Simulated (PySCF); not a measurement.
Method: M06-2X/def2-TZVP // B3LYP-D3(BJ)/def2-SVP run with PySCF. Gas-phase values, no solvent. One relaxed conformer stands for a flexible species; it need not be the lowest. 

Reference species (SMILES): `CC[Si](CC)(CC)CC` (neutral, multiplicity 1).

HOMO: -8.82 eV
HOMO–LUMO gap: 10.33 eV

Changed species: `I[Si](I)(I)I` (4 of 4 C2H5 replaced by I; the reference has 0 of 4 C2H5 replaced by I).

Q: Predict the effect on the HOMO and HOMO–LUMO gap.

A: the HOMO decreases by 0.07 eV, to -8.89 eV; the HOMO–LUMO gap decreases by 3.71 eV, to 6.62 eV.
